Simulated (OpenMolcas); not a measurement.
W4+ (d2) among equal point charges was computed by CASSCF with the d shell active (OpenMolcas, ANO-RCC-VDZP on the metal). Its lowest spin-free states, and all those of the highest spin:

```json
{"2S+1": "3", "Degeneracy": "3", "E (cm-1)": "0.0"}
{"2S+1": "1", "Degeneracy": "3", "E (cm-1)": "10890"}
{"2S+1": "1", "Degeneracy": "2", "E (cm-1)": "11075"}
{"2S+1": "3", "Degeneracy": "3", "E (cm-1)": "14526"}
{"2S+1": "1", "Degeneracy": "1", "E (cm-1)": "22975"}
{"2S+1": "3", "Degeneracy": "3", "E (cm-1)": "24632"}
{"2S+1": "1", "Degeneracy": "3", "E (cm-1)": "27292"}
{"2S+1": "1", "Degeneracy": "3", "E (cm-1)": "29898"}
{"2S+1": "3", "Degeneracy": "1", "E (cm-1)": "30676"}
{"2S+1": "1", "Degeneracy": "2", "E (cm-1)": "43741"}
{"2S+1": "1", "Degeneracy": "1", "E (cm-1)": "60105"}
```

**Question.** Is the site octahedral, tetrahedral or cube-like, axial, or of lower symmetry?

**Answer.** The states with 2S+1 = 3 have orbital degeneracies 3, 3, 3, 1. Threefold states need a cubic site. For d2 at this spin an octahedron puts the threefold T1 below the threefold T2 and a tetrahedron or cube puts the single A2 below the threefold T2, so the site is octahedral. The run had W4+ among 6 point charges of -1 e arranged as an octahedron (Oh), 1.71 Å from the ion.

An orbital triplet at a regular site is open to Jahn-Teller coupling, which can distort the site and quench the lowest spin-orbit gaps and is left out. Without dynamic correlation the repulsion within the d shell is too large (B by tens of per cent), so at a given field states of lower spin stand too high. This field is weak: 10Dq is about 16322 cm-1, while octahedral complexes of 5d ions of charge 3 and more, computed by the same method with explicit ligands, had a median near 35000 cm-1. Ground spin and moment need not be those of a real site. Point charges carry no covalency, so the field is a model and not that of real ligands. No measured value stands beside these numbers.
